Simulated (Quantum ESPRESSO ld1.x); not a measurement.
Question: Species: Re+. Configuration: [Xe] 4f14 5d5 6s1 (the NIST ground configuration). Calculated with ld1.x of Quantum ESPRESSO 7.5: Dirac Kohn-Sham, relativistic LDA (MacDonald-Vosko exchange, VWN5 correlation), spin-unpolarised, spherical densities, point nucleus; open shells are shared between the two j in proportion to 2j + 1. Some entries of the table are withheld. Estimate them.

| orbital | occ. | eigenvalue (hartree) | <r> (bohr) | <r^2> (bohr^2) |
|---|---|---|---|---|
| 1s1/2 | 2 | -2611.82 | 0.01811 | 0.0004517 |
| 2s1/2 | 2 | -453.321 | 0.07587 | 0.006868 |
| 2p1/2 | 2 | -434.114 | 0.06269 | 0.004893 |
| 2p3/2 | 4 | -381.882 | 0.07072 | 0.006087 |
| 3s1/2 | 2 | -105.208 | 0.1976 | 0.04477 |
| 3p1/2 | 2 | (1) | 0.1875 | 0.04099 |
| 3p3/2 | 4 | (2) | 0.2024 | 0.04753 |
| 3d3/2 | 4 | -70.6476 | 0.1768 | 0.03670 |
| 3d5/2 | 6 | -68.1690 | 0.1813 | 0.03849 |
| 4s1/2 | 2 | -22.1511 | (3) | 0.2206 |
| 4p1/2 | 2 | -18.5405 | 0.4460 | 0.2267 |
| 4p3/2 | 4 | -15.8818 | 0.4796 | 0.2618 |
| 4d3/2 | 4 | -9.92990 | 0.4940 | 0.2830 |
| 4d5/2 | 6 | -9.43617 | 0.5055 | 0.2961 |
| 5s1/2 | 2 | -3.40762 | 1.038 | 1.212 |
| 5p1/2 | 2 | -2.31003 | 1.138 | 1.469 |
| 4f5/2 | 6 | -1.91057 | 0.5758 | 0.4122 |
| 5p3/2 | 4 | -1.90637 | 1.241 | 1.748 |
| 4f7/2 | 8 | -1.81814 | 0.5846 | 0.4255 |
| 5d3/2 | 2 | -0.50703 | 1.812 | 3.904 |
| 6s1/2 | 1 | -0.47585 | 2.854 | 9.183 |
| 5d5/2 | 3 | -0.47273 | 1.882 | 4.216 |

Answer: 
(1) 3p1/2 eigenvalue (hartree): -96.5754
(2) 3p3/2 eigenvalue (hartree): -85.2216
(3) 4s1/2 <r> (bohr): 0.4417
